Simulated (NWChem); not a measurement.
System: C$_{2}$H$_{6}$N, doublet; SMILES CC[NH]

NWChem input:

```
start job
memory heap 200 mb stack 900 mb global 1100 mb
geometry units angstroms noautosym nocenter noautoz
  C      0.244085    -1.198967     0.000000
  C     -0.486001     0.130558     0.000000
  N      0.407276     1.245931     0.000000
  H     -0.460419    -2.044306     0.000000
  H      0.888548    -1.284592     0.887628
  H      0.888548    -1.284592    -0.887628
  H     -1.172323     0.192910    -0.874011
  H     -1.172323     0.192910     0.874011
  H     -0.178965     2.092785     0.000000
end
basis spherical
  * library 6-31g*
end
dft
  odft
  mult 2
  xc xpbe96 cpbe96
  iterations 150
end
property
  efieldgrad
end
task dft property
```

Excerpt of the output:

```
             Northwest Computational Chemistry Package (NWChem) 7.3.0
             --------------------------------------------------------

                             Geometry "geometry" -> ""
                             -------------------------

 Output coordinates in angstroms (scale by  1.889725989 to convert to a.u.)

  No.       Tag          Charge          X              Y              Z
 ---- ---------------- ---------- -------------- -------------- --------------
    1 C                    6.0000     0.24408500    -1.19896700     0.00000000
    2 C                    6.0000    -0.48600100     0.13055800     0.00000000
    3 N                    7.0000     0.40727600     1.24593100     0.00000000
    4 H                    1.0000    -0.46041900    -2.04430600     0.00000000
    5 H                    1.0000     0.88854800    -1.28459200     0.88762800
    6 H                    1.0000     0.88854800    -1.28459200    -0.88762800
    7 H                    1.0000    -1.17232300     0.19291000    -0.87401100
    8 H                    1.0000    -1.17232300     0.19291000     0.87401100
    9 H                    1.0000    -0.17896500     2.09278500     0.00000000

 Effective nuclear repulsion energy (a.u.)      75.6228238802

  pbe96 is a nonlocal functional; adding pw91lda local functional.
                              NWChem Property Module
                              ----------------------

  itol2e modified to match energy
  convergence criterion.

                                 NWChem DFT Module
                                 -----------------

 Summary of "ao basis" -> "ao basis" (spherical)
 ------------------------------------------------------------------------------
       Tag                 Description            Shells   Functions and Types
 ---------------- ------------------------------  ------  ---------------------
 C                           6-31g*                  6       14   3s2p1d
 N                           6-31g*                  6       14   3s2p1d
 H                           6-31g*                  2        2   2s

  itol2e modified to match energy
  convergence criterion.

            General Information
            -------------------
          SCF calculation type: DFT
          Wavefunction type:  spin polarized.
          No. of atoms     :     9
          No. of electrons :    25
           Alpha electrons :    13
            Beta electrons :    12
          Charge           :     0
          Spin multiplicity:     2
          Use of symmetry is: off; symmetry adaption is: off
          Maximum number of iterations: 150
          AO basis - number of functions:    54
                     number of shells:    30
          Convergence on energy requested:  1.00D-07
          Convergence on density requested:  1.00D-05
          Convergence on gradient requested:  5.00D-04

              XC Information
              --------------
          PerdewBurkeErnzerhof Exchange Functional  1.000
            Perdew 1991 LDA Correlation Functional  1.000 local
           PerdewBurkeErnz. Correlation Functional  1.000 non-local

             Grid Information
             ----------------
          Grid used for XC integration:  fine
          Radial quadrature: Mura-Knowles
          Angular quadrature: Lebedev.
          Tag              B.-S. Rad. Rad. Pts. Rad. Cut. Ang. Pts.
          ---              ---------- --------- --------- ---------
          C                   0.70       70          10.0       590
          N                   0.65       70          10.0       590
          H                   0.35       60          11.0       590
          Grid pruning is: on
          Number of quadrature shells:   570
          Spatial weights used:  Erf1

      Superposition of Atomic Density Guess
      -------------------------------------

 Sum of atomic energies:        -132.60364178

      Non-variational initial energy
      ------------------------------

[...]

          -----------------------
          Electric field gradient
          -----------------------

 1 a.u. = 0.324123 10**(16) esu/cm**3  ( or statvolts/cm**2 ) = 0.97174 10**(22) v/m**2

 ------------------------------------------------------------
   Atom      X         Y         Z
 ------------------------------------------------------------
    1 C    0.46125  -2.26572   0.00000
 ------------------------------------------------------------

 Electric field gradient in molecular frame (a.u.)
         XX             YY             ZZ             XY             XZ             YZ
 ------------------------------------------------------------------------------------------
       -0.002414      -0.027452       0.029866       0.027422      -0.000000       0.000000

 Principal components (a.u.) and orientation
 of principal axis w.r.t. absolute frame                      Asymmetry parameter eta
 --------------------------------------------------------------------------------------
       -0.045077       0.029866       0.015211                       0.325094

       -0.540692      -0.000000       0.841221
        0.841221      -0.000000       0.540692
       -0.000000       1.000000       0.000000

 ------------------------------------------------------------
   Atom      X         Y         Z
 ------------------------------------------------------------
    2 C   -0.91841   0.24672   0.00000
 ------------------------------------------------------------

 Electric field gradient in molecular frame (a.u.)
         XX             YY             ZZ             XY             XZ             YZ
 ------------------------------------------------------------------------------------------
       -0.016574      -0.007604       0.024178      -0.073689       0.000000       0.000000

 Principal components (a.u.) and orientation
 of principal axis w.r.t. absolute frame                      Asymmetry parameter eta
 --------------------------------------------------------------------------------------
       -0.085914       0.061737       0.024178                       0.437169

        0.728268      -0.685292      -0.000000
        0.685292       0.728268       0.000000
       -0.000000      -0.000000       1.000000

 ------------------------------------------------------------
   Atom      X         Y         Z
 ------------------------------------------------------------
    3 N    0.76964   2.35447   0.00000
 ------------------------------------------------------------

 Electric field gradient in molecular frame (a.u.)
         XX             YY             ZZ             XY             XZ             YZ
 ------------------------------------------------------------------------------------------
        0.722599      -0.251499      -0.471100      -0.045760       0.000000      -0.000000

 Principal components (a.u.) and orientation
 of principal axis w.r.t. absolute frame                      Asymmetry parameter eta
 --------------------------------------------------------------------------------------
        0.724744      -0.471100      -0.253644                       0.300045

        0.998903      -0.000000       0.046822
       -0.046822       0.000000       0.998903
        0.000000       1.000000      -0.000000

 ------------------------------------------------------------
   Atom      X         Y         Z
 ------------------------------------------------------------
    4 H   -0.87007  -3.86318   0.00000
 ------------------------------------------------------------

 Electric field gradient in molecular frame (a.u.)
         XX             YY             ZZ             XY             XZ             YZ
 ------------------------------------------------------------------------------------------
       -0.035268      -0.110105       0.145373      -0.208167      -0.000000       0.000000

 Principal components (a.u.) and orientation
 of principal axis w.r.t. absolute frame                      Asymmetry parameter eta
 --------------------------------------------------------------------------------------
       -0.284189       0.145373       0.138817                       0.023070

        0.641515      -0.000000       0.767111
        0.767111       0.000000      -0.641515
        0.000000       1.000000       0.000000

 ------------------------------------------------------------
   Atom      X         Y         Z
 ------------------------------------------------------------
    5 H    1.67911  -2.42753   1.67737
 ------------------------------------------------------------

 Electric field gradient in molecular frame (a.u.)
         XX             YY             ZZ             XY             XZ             YZ
 ------------------------------------------------------------------------------------------
       -0.001189       0.137779      -0.136590       0.022739      -0.200849       0.025685

 Principal components (a.u.) and orientation
 of principal axis w.r.t. absolute frame                      Asymmetry parameter eta
 --------------------------------------------------------------------------------------
       -0.283606       0.145499       0.138107                       0.026065

        0.581978       0.691813      -0.427430
       -0.080727       0.572164       0.816156
        0.809187      -0.440480       0.388835

 ------------------------------------------------------------
   Atom      X         Y         Z
 ------------------------------------------------------------
    6 H    1.67911  -2.42753  -1.67737
 ------------------------------------------------------------

 Electric field gradient in molecular frame (a.u.)
         XX             YY             ZZ             XY             XZ             YZ
 ------------------------------------------------------------------------------------------
       -0.001189       0.137779      -0.136590       0.022739       0.200849      -0.025685

[...]
```

Level: PBE/6-31G* (spherical d), spin-unrestricted. In the optimisation the excess spin sits in a" (Cs, its own frame). All runs use the structure optimised with PBE0/def2-SVP, spin-unrestricted. No stability test was run on the SCF state. NWChem prints the field gradient with the sign opposite to the second derivative of the potential.
